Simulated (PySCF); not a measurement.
**Ions at one geometry of [La(H2O)]3+**

PySCF 2.14.0, RKS PBE0, La def2-SVP with ECP46, O def2-SVP, H def2-SVP; non-relativistic Hamiltonian with scalar-relativistic core potentials where named; density fitting; no spin-orbit coupling; singlets restricted, open shells unrestricted. The geometry is relaxed for charge +3, singlet, vacuum:

```xyz
4

La    0.0000    0.0000   -0.1499
O     0.0000    0.0000    2.1853
H     0.7765    0.0000    2.8095
H    -0.7765    0.0000    2.8095
```

Energies count from the relaxed state; an electron taken off or put on is at rest in vacuum. Charges and spins are Mulliken's.

```json
{"state": "charge +3, singlet, vacuum", "energy (eV)": "0.00", "spin squared": "0.00", "charge on La1 (e)": "2.58", "spin on La1 (e)": "0.00", "dipole about the centre of mass (D)": "2.38"}
{"state": "charge +4, doublet, vacuum", "energy (eV)": "30.26", "spin squared": "0.75", "charge on La1 (e)": "2.84", "spin on La1 (e)": "0.00", "dipole about the centre of mass (D)": "10.29"}
```

Task: What does the state charge +2, doublet, vacuum give?

Result: energy (eV) -17.27, spin squared 0.75, charge on La1 (e) 1.70, spin on La1 (e) 1.01, dipole about the centre of mass (D) 2.55.

With an electron taken off (doublet) the charges change, summed by element, by La +0.26 e, O +0.55 e, H +0.19 e. The vertical ionisation energy is 30.26 eV, against −ε(HOMO) = 27.11 eV of the relaxed state. The level lies 3.1 eV too high, as is usual for semilocal functionals and global hybrids, which keep a self-interaction error.

With an electron put on (doublet) the charges change, summed by element, by La -0.89 e, O -0.03 e, H -0.09 e. The vertical electron affinity is 17.27 eV, against −ε(LUMO) = 19.82 eV of the relaxed state.

Open shells may have lower solutions than those found.
